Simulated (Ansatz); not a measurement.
`C#[C][Hf]([Cl])([Cl])[C]#C`, one more setting.

```yaml
crystal:
  periodic: [false, false, false]
  atoms:
    - {symbol: C, position_ang: [1.014385, -2.685741, 0.309638]}
    - {symbol: C, position_ang: [0.635517, -1.634725, -0.168548]}
    - {symbol: Hf, position_ang: [-0.042133, 0.239982, -0.991712]}
    - {symbol: Cl, position_ang: [-1.893879, -0.143443, -2.344778]}
    - {symbol: Cl, position_ang: [1.700849, 1.234352, -2.166539]}
    - {symbol: C, position_ang: [-0.614311, 1.519285, 0.647599]}
    - {symbol: C, position_ang: [-0.933612, 2.228361, 1.581457]}
    - {symbol: H, position_ang: [1.347051, -3.608699, 0.730503]}
    - {symbol: H, position_ang: [-1.213866, 2.850616, 2.402370]}
basis:
  gaussian: {orbitals: def2-mTZVP}
total_charge: 1
magnetization: {spin_polarized: true, initial_magnetization: 1}
hamiltonian: {xc: {name: HF}}
correlation: {active_space: {window: {electrons: 2, orbitals: 1}}}
accuracy: high
output: {forces: true}
```

```sh
$ ansatz run in.yaml --threads 4 --pin off --events-out ev --progress --plain --max-ram 11315MiB
```

Output, abridged:

```
Error: invalid value for `correlation.active_space`: it starts from restricted Hartree–Fock orbitals; set hamiltonian.xc: hf without magnetization.spin_polarized
```
